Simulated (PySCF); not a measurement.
SiCl₄: calculation against measurement

Isolated SiCl₄, optimised in PySCF with density fitting and no spin–orbit coupling; def2 sets carry scalar-relativistic core potentials from Rb on. All levels below give a singlet of Td symmetry: B3LYP/def2-TZVP Si–Cl 2.036 Å (×4); PBE/def2-TZVP Si–Cl 2.040 Å (×4); B3LYP/def2-SVP Si–Cl 2.049 Å (×4).

Counting electrons, silicon keeps none of its valence electrons outside its bonds, so the VSEPR class is AX4 and the expected shape is tetrahedral (Td), as computed.

Problem. The measured mean polarisability is 11.269 Å³ (NIST CCCBDB Release 22 (SRD 101), experimental polarizabilities). What do the calculations give?

Solution. B3LYP/def2-TZVP 10.08 Å³, PBE/def2-TZVP 10.40 Å³, B3LYP/def2-SVP 7.88 Å³. Basis sets without diffuse functions underestimate polarisabilities.
